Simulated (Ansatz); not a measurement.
`[AlH2][N]1[CH2][AlH]1` + CH₃OH → `C[O][AlH2]` + `[CH2]1[NH][AlH]1` at 600 K and 1 bar (ligand exchange at the Al–N bond).

Computed with Ansatz on PBE0-D4/def2-TZVP structures; ΔE is electronic, products minus reactants. CCSD(T)/CBS is the MP2 limit (def2-TZVPP, def2-QZVPP) plus CCSD(T) − MP2 in def2-TZVPP, frozen cores. This one scheme is used for every species.

| species | CCSD(T)/CBS energy (Eh) | H − E (kJ/mol) | S (J/(mol·K)) |
| --- | --- | --- | --- |
| `[AlH2][N]1[CH2][AlH]1` | -579.76217 | 192.5 | 413.5 |
| CH₃OH | -115.61712 | 163.6 | 277.3 |
| `C[O][AlH2]` | -358.26893 | 190.1 | 361.4 |
| `[CH2]1[NH][AlH]1` | -337.12157 | 164.8 | 328.5 |

H − E and S are ideal-gas, rigid-rotor, harmonic terms from PBE0-D4/def2-TZVP. 1 Eh = 2625.50 kJ/mol, R = 8.31446 J/(mol·K).

**Question.** By hand: ΔE, ΔH, ΔS and ΔG.

**Answer.** ΔE = (-358.26893) + (-337.12157) − (-579.76217) − (-115.61712) = -0.01121 Eh = -29.4 kJ/mol. Δ(H − E) = 190.1 + 164.8 − 192.5 − 163.6 = -1.2, so ΔH = -30.6 kJ/mol. ΔS = 361.4 + 328.5 − 413.5 − 277.3 = -0.9 J/(mol·K). ΔG = -30.6 − 600 × (-0.9)/1000 = -30.1 kJ/mol.

**Question.** By hand: the equilibrium constant, and the temperature at which ΔG would vanish if ΔH and ΔS stayed fixed.

**Answer.** log₁₀ K = −ΔG/(RT ln 10) = 2.6. ΔG = 0 at ΔH/ΔS = 34000 K, far beyond where these terms or the molecules hold.

The number of gas molecules stays the same, so ΔS is small and ΔH decides. A doubt of 5 kJ/mol in ΔE shifts log₁₀ K by 0.4 here. These are equilibria of isolated gas molecules and say nothing of rates. Largest T1 diagnostic: 0.015 (customary marks: 0.02 for closed shells, 0.045 for open ones).
